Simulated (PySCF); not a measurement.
# One molecule, several mistakes: CGeH4O

Calculated results; nothing here was measured. The program is PySCF 2.14.0, an open-source quantum chemistry code, run on an isolated molecule that a program drew, which may never have been made. The molecule is CGeH4O (charge 0, singlet), drawn as the SMILES string `O[CH2][GeH]`.

Each row is a Hartree-Fock (HF) and frozen-core CCSD(T) single point in the cc-pVDZ basis, meant for a local HF minimum. Run 1 is clean. Each other run has one planted mistake out of seven kinds, and not every kind appears here: one electron removed, one electron added, multiplicity raised by two, geometry at a saddle point, minimal basis STO-3G, one bond length entered in bohr, all coordinates scaled. The reference is restricted for singlets and unrestricted otherwise, and also for a bond in bohr. Adding or removing an electron swaps singlet and doublet. Electrons count all cores. HOMO and LUMO are orbital energies over both spins, the gradient is its largest component, and the lowest frequency (negative if imaginary) is given only where the gradient is small. Bond lengths are over the 6 bonds as drawn. T1 is the CCSD diagnostic: over 0.02 (restricted) or 0.045 (unrestricted) a single reference is doubtful. Germanium has the cc-pVDZ-PP basis, with a core potential (ECP10MDF) in place of its 10 inner electrons, and its 3s, 3p and 3d shells are frozen in CCSD(T).

Geometry of the clean run:
```xyz
7
CGeH4O, angstrom
O    -0.6700   -0.2938   -2.0588
C     0.0744   -1.3002   -1.3272
Ge    1.0154    0.2879   -0.5560
H    -0.3961   -0.2823   -2.9644
H    -0.6274   -1.8359   -0.6924
H     0.5784   -1.9932   -1.9974
H     2.0049    0.3893   -1.7985
```

```
run,electrons,basis functions,<S^2>,HOMO (eV),LUMO (eV),gradient (hartree/bohr),lowest frequency (cm^-1),mean bond (Å),longest bond (Å),T1,HF (hartree),CCSD(T) (hartree),mistake
1,50,71,0.000,-8.58,1.51,2.1e-05,164,1.3606,2.001,0.0164,-408.38196,-408.84386,no fault
2,50,71,0.000,-8.36,1.90,8.4e-02,-,1.2735,1.873,0.0145,-408.35372,-408.80491,all coordinates scaled
3,49,71,0.798,-16.37,-6.82,5.8e-02,-,1.3606,2.001,0.0262,-408.09958,-408.53883,one electron removed
4,51,71,0.763,0.23,8.61,4.2e-02,-,1.3606,2.001,0.0161,-408.34921,-408.81735,one electron added
5,50,71,0.851,-8.78,1.16,9.1e-03,-,1.5009,2.001,0.0606,-408.25807,-408.70655,one bond length entered in bohr
6,50,71,2.010,-6.71,0.04,4.3e-02,-,1.3606,2.001,0.0196,-408.31608,-408.76047,?
```

**Which mistake was planted in run 6, and what did it cost?**

Electrons, basis and geometry are unchanged, and <S^2> is 2.010, beside S(S+1) = 2.00 for a multiplicity of 3. So the mistake is: multiplicity raised by two. Subtracting run 1 and multiplying by 627.51 kcal/mol a hartree, the energy moved by 41.3 kcal/mol in HF and 52.3 kcal/mol in CCSD(T).

Cautions from the logs. Run 4: the HOMO is above zero, so the electron isn't bound and the energy depends on the basis; run 5: T1 is over the limit, so its CCSD(T) energy is less reliable.
